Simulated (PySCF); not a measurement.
C2Fe, SMILES [Fe]1[C][C]1, multiplicity 5.

Geometry: B3LYP-D3(BJ)/def2-TZVP. The spin state was assumed, not searched.

The numbers are results of PySCF with PBE/def2-TZVPD, not measurements.

### Question
Estimate the frontier levels, dipole moment and polarisability. (The exact figures need the calculation; the answer reports its results.)

### Answer

```json
{
 "α spin, highest occupied and lowest empty level": "-5.70 and -4.03 eV",
 "β spin, highest occupied and lowest empty level": "-5.01 and -4.41 eV",
 "dipole_moment": "5.47 D",
 "quadrupole, principal values (traceless, Buckingham form, about the centre of nuclear charge)": "-4.06, 0.78, 3.28 D·Å",
 "mean_static_polarisability": "53.8 bohr³ (7.97 Å³)",
 "polarisability_principal_values": "43.2, 52.6, 65.5 bohr³",
 "⟨S²⟩": "6.024 (pure state 6.00)"
}
```
